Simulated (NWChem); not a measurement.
System meant: SiHSF, singlet; SMILES F[Si]S

NWChem input:

```
start job
memory heap 200 mb stack 900 mb global 1100 mb
geometry units angstroms noautosym nocenter noautoz
  Si     0.660022     0.638535     0.000000
  F     -0.722252     1.544823     0.000000
  S     -0.264527    -1.334335     0.000000
  H      0.957900    -1.940292     0.000000
end
basis spherical
  * library def2-svp
end
dft
  xc m06-2x
  iterations 150
end
property
  shielding
end
task dft property
```

End of the output:

```
 Vector   23  Occ=0.000000D+00  E= 6.244619D-02
              MO Center=  7.3D-01, -1.6D+00,  5.5D-12, r^2= 3.0D+00
   Bfn.  Coefficient  Atom+Function         Bfn.  Coefficient  Atom+Function
  ----- ------------  ---------------      ----- ------------  ---------------
    52      1.302924  4 H  s                 36     -0.927695  3 S  s
    43     -0.835502  3 S  px                 4      0.410490  1 Si s
    44      0.358452  3 S  py                 3     -0.339660  1 Si s
    51      0.256912  4 H  s                 12     -0.217517  1 Si py
    40     -0.208157  3 S  px                35     -0.173349  3 S  s

 center of mass
 --------------
 x =  -0.06495608 y =   0.06136747 z =   0.00000000

 moments of inertia (a.u.)
 ------------------
         419.174226617211          -0.337502860603           0.000000000000
          -0.337502860603          89.867811183437           0.000000000000
           0.000000000000           0.000000000000         509.042037800649

     Multipole analysis of the density
     ---------------------------------

     L   x y z        total         alpha         beta         nuclear
     -   - - -        -----         -----         ----         -------
     0   0 0 0     -0.000000    -20.000000    -20.000000     40.000000

     1   1 0 0      0.747240      0.878642      0.878642     -1.010043
     1   0 1 0     -0.251277      0.296484      0.296484     -0.844245
     1   0 0 1     -0.000000     -0.000000     -0.000000      0.000000

     2   2 0 0    -23.845954    -34.832788    -34.832788     45.819623
     2   1 1 0     -0.908096      0.175579      0.175579     -1.259254
     2   1 0 1     -0.000000     -0.000000     -0.000000      0.000000
     2   0 2 0    -23.924373   -118.091381   -118.091381    212.258390
     2   0 1 1     -0.000000     -0.000000     -0.000000      0.000000
     2   0 0 2    -22.392186    -11.196093    -11.196093      0.000000

          -----------------------------------------
          Chemical Shielding Tensors (GIAO, in ppm)
          -----------------------------------------

 ------------------------------------------------------------------------
  xm06: d2 not coded                    0
 ------------------------------------------------------------------------
 ------------------------------------------------------------------------
  current input line :
    19: task dft property
 ------------------------------------------------------------------------
 ------------------------------------------------------------------------
 This error has not yet been assigned to a category
 ------------------------------------------------------------------------
 For more information see the NWChem manual at https://nwchemgit.github.io

0: xm06: d2 not coded:Received an Error in Communication
```

Problem. Can this run be used? If not, why, and what is the fix?

Solution. The run crashed. Cause: this functional's second derivatives, which shieldings need, aren't coded here; the fix takes a hybrid GGA instead. This input runs:
```
start job
memory heap 200 mb stack 900 mb global 1100 mb
geometry units angstroms noautosym nocenter noautoz
  Si     0.660022     0.638535     0.000000
  F     -0.722252     1.544823     0.000000
  S     -0.264527    -1.334335     0.000000
  H      0.957900    -1.940292     0.000000
end
basis spherical
  Si library def2-svp
  F library def2-svp
  S library def2-svp
  H library def2-svp
end
dft
  xc pbe0
  iterations 150
end
property
  shielding
end
task dft property
```
It converges to -787.52648 Ha (PBE0/def2-SVP, GIAO).
